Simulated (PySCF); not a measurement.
**Electronic structure of Cl²⁺ (chlorine, charge +2) at the UHF level**

Configuration: [Ne] 3s2 3p3, high-spin 4S determinant. Computed with PySCF 2.14 in Sapporo-DZP-2012, with the spin-free X2C one-electron Hamiltonian (Gaussian nucleus).

```
Total energy                        : -459.424402 hartree
One-electron energy                 : -620.0228 hartree
Hartree (Coulomb) energy            : 187.5420 hartree
Exchange energy                     : -26.9437 hartree
⟨S²⟩                                : 3.7506
⟨L²⟩                                : 0.000
Sum of ⟨r⟩                          : 11.20 bohr
Sum of ⟨r²⟩                         : 15.45 bohr²
Langevin diamagnetic susceptibility : -12.2 ×10⁻⁶ cm³/mol
Time after the integrals            : 0.04 s of wall time on 1 thread of Neoverse-V2 (shared host)
```

```
shell  electrons  mean orbital energy (eV)  rms radius, mean of both spins (bohr)
 1s α          1                   -2892.9                                  0.106
 1s β          1                   -2891.7                                  0.106
 2s α          1                   -318.78                                  0.479
 2s β          1                   -317.72                                  0.479
 2p α          3                   -248.74                                  0.450
 2p β          3                   -246.73                                  0.450
 3s α          1                   -57.777                                   1.56
 3s β          1                   -46.859                                   1.56
 3p α          3                   -39.750                                   1.72
```

Densities and radii are taken from the X2C orbitals without a picture-change correction, which distorts them close to the nucleus.
